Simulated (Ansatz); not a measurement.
Reaction (hydrogenolysis of the Si–C bond): `CC(=S)[SiH2]O` + H₂ → `O[SiH3]` + `CC=S`

Gas-phase electronic energies from Ansatz, PBE0-D4/def2-TZVP geometries. CCSD(T)/CBS adds triple-zeta CCSD(T) − MP2 to the extrapolated MP2 energy (def2 sets, frozen cores). This one scheme is used for every species. DFT in def2-TZVPP. B3LYP here is the variant with VWN-RPA as its local correlation; programs differ in this. One conformer a species, not always the lowest.

`CC(=S)[SiH2]O`:

Z-matrix (Å, degrees):
```
C
C 1 1.487
H 1 1.096 2 109.7
H 1 1.096 2 109.8 3 -116.0
H 1 1.090 2 112.2 3 122.0
S 2 1.622 1 123.3 3 -121.6
Si 2 1.897 1 119.9 3 58.4
O 7 1.633 2 108.6 1 -179.8
H 7 1.487 2 108.2 1 -58.6
H 7 1.487 2 108.2 1 59.1
H 8 0.969 7 111.3 2 -0.2
```

H₂:

```xyz
2

H     0.114    0.350    0.059
H    -0.114   -0.350   -0.059
```

`O[SiH3]`:

Z-matrix (Å, degrees):
```
Si
O 1 1.648
H 1 1.489 2 111.7
H 1 1.489 2 111.7 3 120.9
H 1 1.481 2 105.9 3 -119.6
H 2 0.957 1 117.9 3 -60.5
```

`CC=S`:

Cartesian coordinates in Å:
```
C -0.211 -0.138 0.625
C 0.217 0.111 -0.773
S 1.174 1.301 -1.276
H 0.095 -1.146 0.931
H -1.305 -0.123 0.685
H 0.205 0.596 1.312
H -0.175 -0.601 -1.505
```

```
        species  B3LYP-D4 energy (Eh)
`CC(=S)[SiH2]O`            -842.90594
             H₂              -1.18011
      `O[SiH3]`            -367.23038
         `CC=S`            -476.85802
```

Work out ΔE.

ΔE = (-367.23038) + (-476.85802) − (-842.90594) − (-1.18011) = -0.00235 Eh = -0.06 eV. CCSD(T)/CBS gives -0.07 eV.

What do rigid-rotor, harmonic-oscillator terms from PBE0-D4/def2-TZVP frequencies (298.15 K, 1 bar) make of the CCSD(T)/CBS value? (Estimate.)

The calculation gave: ΔZPE = +0.17 eV, ΔH = +0.06 eV, ΔS = 47 J/(mol·K), ΔG = -0.09 eV.

Largest T1 diagnostic among the species: 0.016.

Leaving LDA and LC-ωPBE aside and taking each functional with its dispersion term where it has one, the values, not all of them listed here, spread over 0.24 eV, from B2PLYP to revPBE-D4. LDA lies +0.15 eV from PBE without D4. From PBE to PBE0 (25 % exact exchange), in def2-TZVPP and without D4, ΔE moves by −0.06 eV.
